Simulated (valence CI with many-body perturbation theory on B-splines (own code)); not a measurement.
## Sb44+: electric-dipole lines

Level of theory: configuration interaction combined with many-body perturbation theory (CI+MBPT): five valence electrons over a frozen Dirac-Fock core [He], a basis of 11 s, 11 p, 10 d, 8 f, 5 g, 2 h functions for each j, with the one-electron correlation potential Σ1 (screened to all orders), the two-electron term Σ2, the three-electron term Σ3, Breit, model QED; selected single and double excitations, second order for the rest, scaled by the run's own slope (own B-spline code, finite nucleus).

No measured spectrum was set against this ion. As an estimate, large intervals hold to a few tenths of a per cent, small ones and those within an open d or f shell to about a per cent. Among the levels kept, up to 7200 cm⁻¹ of a level comes from second order outside the variational space, and about a tenth of that is noise between levels of different J, which matters for small intervals.

Lines 101 to 150 of 600 in falling wavelength, among levels below 5162.9 eV, chosen from the strongest by gf and those to the six lowest levels. Wavelengths and rates use the calculated energies. Electric multipoles are in the length gauge with retardation, E1 and E2 with the static RPA response of the core. Weak lines are less certain than strong ones. Lines between different terms over intervals too small for the method are left out, as are lines whose strength nearly cancels.

Levels are named by their leading jj configuration (3d3/2^4 stands for four electrons in 3d with j = 3/2), which in mixed levels can hold well under half, so a name can repeat and another be missing. Letters in brackets count levels of one name in rising energy.

```csv
λ vac (Å),Upper,Lower,A (s⁻¹),log gf,Branch %
88.49,(2s 2p1/2^2 2p3/2 3p3/2) J=1/2 [a],(2s 2p1/2^2 2p3/2 3s) J=3/2 [a],4.88e+10,-0.94,0.0
88.14,(2s 2p1/2 2p3/2^2 3p3/2) J=7/2 [a],(2s^2 2p3/2^2 3p3/2) J=5/2 [a],1.04e+10,-1.01,0.1
87.86,(2s 2p1/2 2p3/2^2 3d3/2) J=9/2,(2s 2p1/2 2p3/2^2 3p1/2) J=7/2,4.44e+10,-0.29,10.3
87.78,(2s^2 2p1/2 2p3/2 3p3/2) J=3/2 [a],(2s^2 2p1/2 2p3/2 3s) J=1/2,2.59e+10,-0.92,5.4
87.77,(2s^2 2p1/2 2p3/2 3d3/2) J=1/2 [b],(2s^2 2p1/2 2p3/2 3p1/2) J=3/2 [b],3.24e+10,-1.13,0.0
87.75,(2s^2 2p3/2^2 3d3/2) J=5/2,(2s^2 2p3/2^2 3p1/2) J=5/2,2.01e+10,-0.86,0.0
87.74,(2s^2 2p1/2 2p3/2 3d3/2) J=3/2 [a],(2s^2 2p1/2 2p3/2 3p1/2) J=3/2 [a],1.80e+10,-1.08,0.0
87.62,(2s^2 2p3/2^2 3d3/2) J=7/2,(2s^2 2p3/2^2 3p1/2) J=5/2,2.84e+10,-0.58,0.0
87.33,(2s 2p1/2 2p3/2^2 3p3/2) J=3/2 [c],(2s 2p1/2 2p3/2^2 3s) J=1/2 [a],6.50e+10,-0.53,0.2
87.17,(2s 2p1/2 2p3/2^2 3p3/2) J=3/2 [e],(2s 2p1/2 2p3/2^2 3s) J=3/2 [d],2.55e+10,-0.93,0.1
87.12,(2s^2 2p3/2^2 3p3/2) J=3/2 [b],(2s^2 2p3/2^2 3s) J=1/2,4.81e+10,-0.66,0.9
87.05,(2s 2p1/2^2 2p3/2 3d3/2) J=5/2 [b],(2s 2p1/2^2 2p3/2 3p1/2) J=3/2,4.78e+10,-0.49,0.3
87.01,(2s 2p1/2 2p3/2^2 3p3/2) J=5/2 [e],(2s 2p1/2 2p3/2^2 3s) J=3/2 [d],3.76e+10,-0.59,0.5
86.90,(2s 2p1/2 2p3/2^2 3p3/2) J=5/2 [e],(2s 2p1/2 2p3/2^2 3s) J=5/2 [b],1.20e+10,-1.09,0.2
86.82,(2s^2 2p3/2^2 3d3/2) J=3/2 [a],(2s^2 2p3/2^2 3p1/2) J=3/2,3.47e+10,-0.80,0.0
86.79,(2s 2p1/2^2 2p3/2 3d3/2) J=7/2,(2s^2 2p1/2 2p3/2 3d5/2) J=5/2 [a],1.76e+10,-0.80,0.5
86.57,(2s^2 2p1/2 2p3/2 3d3/2) J=5/2 [a],(2s^2 2p1/2 2p3/2 3p1/2) J=3/2 [a],3.73e+10,-0.60,0.1
86.49,(2s 2p1/2^2 2p3/2 3d3/2) J=3/2 [a],(2s^2 2p1/2 2p3/2 3d5/2) J=3/2 [a],1.83e+10,-1.09,0.0
86.35,(2s 2p1/2 2p3/2^2 3d3/2) J=7/2 [c],(2s 2p1/2 2p3/2^2 3p1/2) J=5/2 [c],4.34e+10,-0.41,0.2
86.29,(2s^2 2p1/2 2p3/2 3d3/2) J=3/2 [c],(2s^2 2p1/2 2p3/2 3p1/2) J=3/2 [b],1.90e+10,-1.07,0.0
86.27,(2s 2p1/2 2p3/2^2 3d3/2) J=3/2 [a],(2s 2p1/2 2p3/2^2 3p1/2) J=3/2 [a],3.78e+10,-0.77,0.1
86.26,(2s 2p1/2 2p3/2^2 3d3/2) J=7/2 [a],(2s 2p1/2 2p3/2^2 3p1/2) J=5/2 [a],2.99e+10,-0.57,0.0
86.11,(2s 2p1/2 2p3/2^2 3p3/2) J=7/2 [a],(2s 2p1/2^2 2p3/2 3d5/2) J=5/2 [a],2.93e+10,-0.58,0.3
86.07,(2s^2 2p1/2 2p3/2 3d3/2) J=7/2,(2s^2 2p1/2 2p3/2 3p1/2) J=5/2,4.17e+10,-0.43,6.9
85.87,(2s 2p1/2 2p3/2^2 3p3/2) J=5/2 [e],(2s 2p1/2 2p3/2^2 3s) J=3/2 [c],1.10e+10,-1.14,0.2
85.70,(2s 2p1/2^2 2p3/2 3p3/2) J=3/2 [b],(2s 2p1/2^2 2p3/2 3s) J=3/2 [b],3.40e+10,-0.82,0.1
85.69,(2s^2 2p3/2^2 3d3/2) J=5/2,(2s^2 2p3/2^2 3p1/2) J=3/2,2.20e+10,-0.84,0.0
85.44,(2s 2p1/2 2p3/2^2 3d3/2) J=1/2 [a],(2s 2p1/2 2p3/2^2 3p1/2) J=3/2 [a],5.21e+10,-0.94,0.1
85.40,(2s^2 2p1/2^2 3d3/2) J=3/2,(2s^2 2p1/2^2 3p1/2) J=1/2,4.87e+10,-0.67,0.1
85.39,(2s 2p1/2 2p3/2^2 3p3/2) J=5/2 [a],(2s 2p1/2^2 2p3/2 3d5/2) J=5/2 [a],1.19e+10,-1.11,0.0
85.32,(2s 2p1/2 2p3/2^2 3d3/2) J=5/2 [d],(2s 2p1/2 2p3/2^2 3p1/2) J=3/2 [b],3.26e+10,-0.67,0.0
85.29,(2s^2 2p3/2^2 3d3/2) J=1/2,(2s^2 2p3/2^2 3p1/2) J=3/2,3.84e+10,-1.08,0.0
85.25,(2s 2p1/2 2p3/2^2 3d3/2) J=3/2 [d],(2s 2p1/2 2p3/2^2 3p1/2) J=3/2 [b],2.08e+10,-1.04,0.1
85.20,(2s 2p1/2 2p3/2^2 3d3/2) J=3/2 [c],(2s 2p1/2 2p3/2^2 3p1/2) J=1/2 [a],2.56e+10,-0.95,0.0
84.99,(2s 2p1/2 2p3/2^2 3d3/2) J=5/2 [a],(2s 2p1/2 2p3/2^2 3p1/2) J=3/2 [a],2.10e+10,-0.87,0.0
84.90,(2s^2 2p1/2^2 3p3/2) J=3/2,(2s^2 2p1/2^2 3s) J=1/2,7.43e+10,-0.49,17.9
84.85,(2s 2p1/2^2 2p3/2 3p3/2) J=7/2,(2s^2 2p1/2 2p3/2 3p3/2) J=5/2 [b],2.13e+10,-0.74,1.6
84.84,(2s 2p1/2 2p3/2^2 3p3/2) J=5/2 [b],(2s 2p1/2 2p3/2^2 3s) J=5/2 [a],4.68e+10,-0.52,0.0
84.64,(2s 2p1/2 2p3/2^2 3d3/2) J=7/2 [b],(2s 2p1/2 2p3/2^2 3p1/2) J=7/2,1.82e+10,-0.80,0.0
84.56,(2s 2p1/2^2 2p3/2 3p1/2) J=5/2,(2s^2 2p1/2 2p3/2 3p1/2) J=3/2 [b],1.34e+10,-1.06,0.0
84.56,(2s^2 2p1/2 2p3/2 3d3/2) J=3/2 [a],(2s^2 2p1/2 2p3/2 3p1/2) J=1/2,2.63e+10,-0.95,0.0
84.00,(2s 2p1/2^2 2p3/2 3p3/2) J=3/2 [b],(2s 2p1/2^2 2p3/2 3s) J=1/2,4.54e+10,-0.72,0.1
83.90,(2s^2 2p1/2 2p3/2 3p3/2) J=5/2 [b],(2s^2 2p1/2 2p3/2 3s) J=3/2 [b],2.99e+10,-0.72,0.5
83.18,(2s 2p1/2^2 2p3/2 3d3/2) J=3/2 [b],(2s 2p1/2^2 2p3/2 3p1/2) J=1/2,2.20e+10,-1.04,0.0
82.76,(2s 2p1/2 2p3/2^2 3d3/2) J=5/2 [e],(2s 2p1/2 2p3/2^2 3p1/2) J=3/2 [c],2.41e+10,-0.83,0.0
82.62,(2s^2 2p1/2 2p3/2 3d3/2) J=1/2 [a],(2s^2 2p1/2 2p3/2 3p1/2) J=1/2,4.50e+10,-1.04,0.1
82.51,(2s 2p1/2 2p3/2^2 3p3/2) J=3/2 [a],(2s 2p1/2 2p3/2^2 3s) J=3/2 [a],4.68e+10,-0.72,0.0
81.96,(2s 2p1/2^2 2p3/2 3p3/2) J=1/2 [b],(2s 2p1/2^2 2p3/2 3s) J=1/2,7.64e+10,-0.81,1.9
81.74,(2s^2 2p1/2 2p3/2 3p3/2) J=5/2 [b],(2s^2 2p1/2 2p3/2 3s) J=5/2,1.52e+10,-1.04,0.2
81.70,(2s^2 2p3/2^2 3d3/2) J=3/2 [b],(2s^2 2p3/2^2 3p1/2) J=1/2,2.28e+10,-1.04,0.0
```
